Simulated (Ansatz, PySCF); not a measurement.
AlH3 (SMILES [AlH3]) and CHN (SMILES C#N) are pulled apart as rigid monomers along the line of their centres of mass, from the B3LYP-D3(BJ)/def2-TZVP minimum. Starting geometry (charge 0, multiplicity 1):
```csv
atom,x (Å),y (Å),z (Å)
Al,-0.1616,0.3641,0.2628
H,1.2536,0.8243,-0.2996
H,-1.2365,1.4889,0.5949
H,-0.6908,-1.0821,-0.1362
C,0.7414,-0.2931,3.2649
N,0.4196,-0.0606,2.1962
H,1.0429,-0.5105,4.2659
```

Interaction energies with rigid monomers; basis-set methods are counterpoise corrected unless marked otherwise.

Rows in 6-311+G**, STO-3G carry no dispersion term and start afresh at each structure.

Programs: Ansatz (Gaussian basis) for Hartree–Fock, density functionals and correlated methods; PySCF for 6-311+G** rows, STO-3G rows. Each number belongs to the level named beside it.

| Al1···N6 (Å) | HF/STO-3G (no counterpoise) (meV) | HF/aug-cc-pV(D+d)Z (meV) | HF/aug-cc-pV(T+d)Z (meV) | r2SCAN/def2-TZVPPD (meV) | B3LYP/6-311+G** (no counterpoise) (meV) |
|---|---|---|---|---|---|
| 1.86 | ___ | -363.9 | -497.7 | -863.9 | -576.3 |
| 2.06 | -1105.0 | -667.5 | -745.8 | ___ | -786.4 |
| 2.37 | -886.1 | -639.7 | -666.4 | -811.1 | -686.0 |
| 2.89 | -432.0 | -395.2 | -399.0 | -451.7 | -400.5 |
| 3.71 | -146.2 | -174.6 | -174.9 | -174.5 | -163.0 |

Fill in the missing entries.


- 1.86, HF/STO-3G (no counterpoise) (meV): -911.5
- 2.06, r2SCAN/def2-TZVPPD (meV): -994.2

Ansatz is an electronic-structure program.
